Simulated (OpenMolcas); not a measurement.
**Sb-: the spin-orbit constant, worked from levels**

* Program: OpenMolcas
* Basis: ANO-RCC-VQZP [8s7p5d3f2g]
* Scalar Hamiltonian: DKH2, point nucleus
* Active space: 4 electrons in 3 orbitals (5p)
* State averaging: 2S+1 = 3 even, 3 roots; 2S+1 = 1 even, 6 roots
* Spin-orbit coupling: state interaction with AMFI integrals over the reference wave functions, term energies averaged over their components

Methods: CASSCF; SS-CASPT2, IPEA 0.25 Eh, imaginary shift 0.1 Eh (closed shells correlated: 4d 5s).

**The spin-orbit constant.** For the Hund term 3P of p4, E(J) = (A/2) J(J+1) + constant and ζ = -2S·A = -2A. From J = 0 to J = 2 the energy changes by 3 A.

| Source | E(2) - E(0) | A | ζ |
| --- | --- | --- | --- |
| CASSCF | -3009.7 | -1003.2 | 2006 |
| SS-CASPT2 | -2914.6 | -971.5 | 1943 |

All in cm-1. Both methods take the spin-orbit matrix elements from the reference wave functions, so the second can move ζ only through the term energies and any multistate remixing. Second-order mixing with other terms is absorbed into this ζ.

With the s shell closed, the reference lacks s² → p² mixing. No diffuse functions were added, so excited terms of the anion can stand markedly too high. Only configurations of the active space appear.
